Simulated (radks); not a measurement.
Results of a calculation; reference values are marked as such.
Spherical jellium clusters: N electrons in a uniform positive sphere of charge N and radius rs N^(1/3), rs = 5.2 bohr. Level of theory: non-relativistic Kohn-Sham, LDA (Slater exchange, Perdew-Wang correlation), spin-polarised, spherical densities (a radial shooting solver with Libxc functionals). Levels are named by radial order and angular momentum (1s, 1p, 1d, 2s, ...), and open shells are averaged over m.

N = 9, configuration 1s2 1p6 1d(up 1, down 0). This is the lowest configuration that the search found. Occupied and some empty levels:

level    occupation  eigenvalue (eV)  <r> (bohr)
1s up             1          -3.4917       7.177
1s down           1          -3.4164       7.089
1p up             3          -2.8082       8.416
1p down           3          -2.7152       8.395
1d up             1          -1.9291       9.483
1d down           0          -1.8318       9.511
2s up             0          -1.4642       8.679
2s down           0          -1.4178       8.747
1f up             0         -0.93890       10.67
1f down           0         -0.84845       10.77
2p up             0         -0.61536       11.83
2p down           0         -0.57225       12.00

Energy (eV): total -15.7151, kinetic 9.7796, external -242.19, Hartree 120.31, exchange-correlation -25.880, background 122.27.
